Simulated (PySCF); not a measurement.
## Working with the constants of CaZn

r²SCAN constants of CaZn, ¹Σ⁺ (singlet), closed shell (Ca pcseg-1, Zn pcseg-1; no relativity (PySCF 2.14); masses 39.9626 and 63.9291 u):

```
ωe              : 74.8 cm⁻¹
ωexe            : 1.19 cm⁻¹
Be              : 0.05442 cm⁻¹
αe              : 0.000814 cm⁻¹
D (centrifugal) : 1.15e-07 cm⁻¹
De to Ca + Zn   : 0.119 eV
```

(1) Give the vibrational terms G(v) and spacings up to v = 6.

(2) How well does the Morse estimate ωe²/(4ωexe) reproduce De, and what is D0?

Closed-shell solutions of metal pairs were not tested for spin polarisation, which can lower them a little. The bond is weak. Basis-set superposition, not corrected here, can be much of De in a small basis, most of all at correlated wavefunction levels. Functionals without a dispersion term scatter widely for such bonds, and LDA overbinds them.

## Answers

(1) G(v) = ωe(v+½) − ωexe(v+½)².

```
v  G(v) (cm⁻¹)  G(v) − G(v−1)  Bv (cm⁻¹)
0           37                   0.05401
1          110             72    0.05320
2          180             70    0.05239
3          247             68    0.05157
4          313             65    0.05076
5          375             63    0.04994
6          436             61    0.04913
```

(2) It gives 0.146 eV, 122 % of the computed De. D0 = De − G(0) = 0.119 − 0.005 = 0.114 eV.
